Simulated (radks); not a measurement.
The numbers below are computed, except where a source is named.
The lead ion Pb3+, 79 electrons, occupied as [Xe] 4f14 5d10 6s1 (the NIST ground configuration). Code: a radial shooting solver on a logarithmic mesh with Libxc functionals. Model: scalar-relativistic Kohn-Sham, LDA (Slater exchange, VWN5 correlation), spin-polarised, spherical densities, finite nucleus; open shells are filled with parallel spins first (spin-orbit coupling, left out, can overturn this in heavy ions); Fermi nuclear charge, rms radius 5.5012 fm.

X-ray form factor f0, the Fourier transform of the density (f0(0) = 79):

| sin(theta)/lambda (1/angstrom) | f0 (electrons) |
|---|---|
| 0.05 | 78.284 |
| 0.1 | 76.258 |
| 0.15 | 73.237 |
| 0.2 | 69.613 |
| 0.25 | 65.745 |
| 0.3 | 61.899 |
| 0.4 | 54.837 |
| 0.5 | 48.899 |
| 0.6 | 43.985 |
| 0.8 | 36.262 |
| 1 | 30.207 |
| 1.25 | 24.258 |
| 1.5 | 19.988 |
| 2 | 15.243 |
